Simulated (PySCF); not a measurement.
A calculated (MN15, PySCF 2.14, cc-pVDZ, the non-relativistic Hamiltonian (point nucleus)) atom or ion has these occupied shells.

```csv
shell,electrons,orbital energy (eV),"rms radius, mean of both spins (bohr)"
1s β,1,-6374.6,0.0713
1s α,1,-6374.5,0.0713
2s α,1,-743.33,0.309
2s β,1,-742.51,0.309
2p α,3,-650.72,0.275
2p β,3,-649.58,0.275
3s α,1,-104.55,0.938
3s β,1,-101.56,0.938
3p α,3,-77.275,0.990
3p β,3,-72.791,0.990
3d α,5,-29.185,1.25
```

(1) Name the element and its charge.

## Answers

(1) Mn²⁺ (manganese, charge +2), in [Ar] 3d5, high-spin 6S determinant.
